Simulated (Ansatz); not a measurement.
Diatomic SiNi, multiplicity 5 (not the ground state: that is measured with 2S+1 = 1). No spin–orbit coupling. Ni is treated without relativity.

The constants come from a fifth-degree fit in 1/R (seven points, main isotopes). Runs in def2 and cc sets follow the lowest solution found near the PBE0 minimum.

Correlated levels freeze the inner cores; with def2 sets outer-core shells near the valence are correlated too.

Programs: Ansatz (a quantum-chemistry and plane-wave program). Values without a source in brackets are computed.

| level | r_e (Å) | ω_e (cm⁻¹) | ω_e x_e (cm⁻¹) | dipole (D) |
|---|---|---|---|---|
| PBE/def2-TZVPP | 2.167 | 364 | 2.0 | 2.59 |
| PBE0/def2-TZVPP | 2.177 | 350 | 2.0 | 3.06 |
| wB97X-V/def2-TZVPP | 2.182 | 347 | 2.0 | 3.47 |
| CCSD/def2-TZVPP | 2.204 | ___ | 1.9 | - |
| CCSD(T)/def2-TZVPP | ___ | ___ | 2.0 | - |

Q: Fill in the missing entries.

A: 
- CCSD(T)/def2-TZVPP, r_e (Å): 2.172
- CCSD(T)/def2-TZVPP, ω_e (cm⁻¹): 355
- CCSD/def2-TZVPP, ω_e (cm⁻¹): 330
